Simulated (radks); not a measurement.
Results of a calculation; reference values are marked as such.
Ionisation of the ytterbium ion Yb64+, [He] 2s2 2p2, to Yb65+, [He] 2s2 2p1, under several functionals. Dirac Kohn-Sham, spin-unpolarised, spherical densities, finite nucleus; open shells fill j = l - 1/2 first; a radial shooting solver on a logarithmic mesh with Libxc functionals.

| functional | E(Yb64+) (hartree) | Exc (hartree) | IE (eV) | -e(HOMO) (eV) | <r> HOMO (bohr) | IE error (eV) |
|---|---|---|---|---|---|---|
| B86b exchange with PBE correlation | -7694.5512 | -85.6919 | 16246.7 | 16070.1 | 0.06584 | +55.7 |
| BLYP | -7694.5597 | -85.7010 | 16247.5 | 16070.9 | 0.06584 | +56.5 |
| LDA (Slater exchange, Perdew-Zunger correlation) | -7686.1211 | -77.2102 | 16238.2 | 16061.9 | 0.06586 | +47.2 |
| HCTH/407 | -7692.2615 | -83.3939 | 16250.1 | 16076.2 | 0.06584 | +59.1 |
| AM05 | -7687.4911 | -78.5875 | 16236.3 | 16060.4 | 0.06586 | +45.3 |
| BP86 | -7694.9229 | -86.0665 | 16248.2 | 16071.6 | 0.06583 | +57.2 |
| LDA (Slater exchange, Perdew-Wang correlation) | -7686.1170 | -77.2061 | 16238.2 | 16061.8 | 0.06586 | +47.2 |

NIST Atomic Spectra Database: 16191 eV (theoretical). Closest: AM05. The Delta-SCF values span 13.82 eV, the total energies 8.81 hartree. The highest occupied level is 2p1/2. Spin polarisation and multiplet splitting are left out, so open shells lie too high by an amount that depends on their filling.

Beside tabulated values, note that spin-unpolarised runs miss the spin-polarisation part of the exchange energy of open shells.
